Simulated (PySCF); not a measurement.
Ligands exchanged one at a time, Al Br-SiH3. All species are isolated molecules in the gas phase. Strings in code marks are SMILES.

The dipole moment from two functionals at the same geometries (B3LYP-D3(BJ)/def2-TZVP), both in PySCF: PBE-D3(BJ)/def2-TZVP and B3LYP-D3(BJ)/def2-TZVP. B3LYP has the VWN-RPA correlation part, as in Gaussian. 

```csv
species,PBE-D3(BJ)/def2-TZVP (D)
0 of 3 Br replaced by SiH3 (`[Br][Al]([Br])[Br]`),0.00
1 of 3 Br replaced by SiH3,1.34
2 of 3 Br replaced by SiH3,1.18
3 of 3 Br replaced by SiH3,0.14
```

Problem. What does B3LYP-D3(BJ)/def2-TZVP give for each?

Solution. 
- 0 of 3 Br replaced by SiH3 (`[Br][Al]([Br])[Br]`): 0.00
- 1 of 3 Br replaced by SiH3: 1.42
- 2 of 3 Br replaced by SiH3: 1.30
- 3 of 3 Br replaced by SiH3: 0.17
Over these rows, drawn at random from the members with no instability flagged (it was tested for open shells, ions and some series alone), PBE minus B3LYP-D3(BJ): mean -0.06 D, from -0.12 D to 0.00 D.
